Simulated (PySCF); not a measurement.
Molecule: SMILES CC(=O)/C=C/N(C)C, C6H11NO.

Geometry (Å), atoms numbered from 1 in this order:
```xyz
19

C     3.4851    0.4712   -0.8146
C     2.3448   -0.1802   -0.0624
O     2.5623   -1.0043    0.8113
C     0.9965    0.2347   -0.4533
C    -0.0637   -0.3393    0.1795
N    -1.3763   -0.0869    0.0087
C    -1.8081    0.8871   -0.9581
C    -2.3792   -0.9213    0.6188
H     3.4049    0.2581   -1.8927
H     4.4412    0.0916   -0.4340
H     3.4475    1.5662   -0.6987
H     0.8769    0.9776   -1.2443
H     0.1812   -1.0981    0.9320
H    -1.2083    1.8058   -0.8680
H    -1.7126    0.5174   -1.9961
H    -2.8606    1.1454   -0.7776
H    -3.1503   -0.3107    1.1175
H    -1.9112   -1.5669    1.3733
H    -2.8840   -1.5704   -0.1204
```

Geometry PBE0-D3(BJ)/def2-SVP throughout; GIAO in PySCF, gas phase, one conformer, non-relativistic; equivalent atoms averaged; functional PBE0.

For orientation, def2-SVP gives these shifts δ (against TMS, H2O, NH3 at the same level): C2 185.4, C5 145.6, C4 94.1, C1 29.4, O3 526.6, N6 82.2, H12 4.62, H14/H15/H16/H17/H18/H19 2.60, H9/H10/H11 1.74 ppm.

A run gave: C2 179.0, C5 141.2, C4 91.3, C1 29.5, O3 491.0, N6 68.9, H12 4.65, H14/H15/H16/H17/H18/H19 2.73, H9/H10/H11 1.73 ppm (shifts δ (against TMS, H2O, NH3 at the same level)).

Which basis set was used in that run?
A. STO-3G
B. aug-cc-pVDZ
C. 6-31G*
D. pcSseg-1
E. def2-TZVP

## Answers

C. C2 tells them apart best: 6-31G* gives 179.0, pcSseg-1 gives 192.9, aug-cc-pVDZ gives 188.1, STO-3G gives 128.2, def2-TZVP gives 194.1 ppm.
